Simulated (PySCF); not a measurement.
C2H5F2NSi, SMILES C/N=C/[SiH](F)F.

Geometry optimised at r2SCAN-D4/def2-SVP. The structure was generated by enumeration; whether it is a known compound was not checked. The values are those of a single conformer.

Computed with SMD-M06-2X/6-31G* in PySCF.

Solvation free energies are E(SMD) − E(gas) at the gas-phase geometry, for 1 M in both phases. In vacuum the dipole moment is 2.53 D.

Computed solvation free energies in water, dimethylsulfoxide, chloroform:
| solvent | ΔG(solv) (kcal/mol) | its non-electrostatic (CDS) part | dipole (D) |
|---|---|---|---|
| water | -2.1 | 2.8 | 3.04 |
| dimethylsulfoxide | -2.3 | 2.5 | 3.03 |
| chloroform | -3.3 | 0.2 | 2.90 |
